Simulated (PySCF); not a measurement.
C3H7BN2, SMILES C1C=CB(N)N1. Atoms are numbered in the order given.

```xyz
13

N      0.0069    -2.2144     0.0000
B      0.0263    -0.7974     0.0000
C      1.2750     0.1689     0.0000
C      0.7915     1.4227     0.0000
C     -0.7166     1.4668     0.0000
N     -1.1074     0.0721     0.0000
H     -0.8389    -2.7674     0.0000
H      0.8543    -2.7636     0.0000
H      2.3470    -0.0511     0.0000
H      1.3781     2.3484     0.0000
H     -1.0893     2.0146     0.8883
H     -1.0893     2.0146    -0.8883
H     -2.0892    -0.1630     0.0000
```

The structure is a stationary point at ωB97X-D3(BJ)/def2-SVP. This is a generated structure with no PubChem entry under its InChIKey; it may be hypothetical. The values are those of a single conformer.

Calculation: PySCF with TDA-PBE/def2-SVPD.

Vertical excitations.  State labels are in the subgroup Cs.

```tsv
state	symmetry	energy (eV)	λ (nm)	f	main pairs
S1	A'	4.78	259	0.057	HOMO→LUMO 96 %
S2	A"	5.04	246	0.002	HOMO→LUMO+1 100 %
S3	A"	5.73	216	0.001	HOMO→LUMO+2 69 %, HOMO−1→LUMO+1 31 %
S4	A"	5.76	215	0.001	HOMO−1→LUMO+1 69 %, HOMO→LUMO+2 31 %
S5	A"	6.26	198	0.006	HOMO→LUMO+3 100 %
S6	A'	6.36	195	0.144	HOMO−1→LUMO 55 %, HOMO−2→LUMO 40 %
S7	A"	6.46	192	0.002	HOMO−1→LUMO+2 100 %
S8	A"	6.78	183	0.005	HOMO→LUMO+4 91 %
S9	A"	6.84	181	0.002	HOMO−3→LUMO 90 %
S10	A"	6.86	181	0.001	HOMO→LUMO+5 87 %
T1	A'	4.18	296	0	HOMO→LUMO 58 %, HOMO−1→LUMO 41 %
T2	A'	4.26	291	0	HOMO−1→LUMO 56 %, HOMO→LUMO 42 %
T3	A"	4.91	252	0	HOMO→LUMO+1 100 %
T4	A"	5.63	220	0	HOMO→LUMO+2 86 %, HOMO−1→LUMO+1 14 %
```
Triplets are in the Tamm–Dancoff approximation.
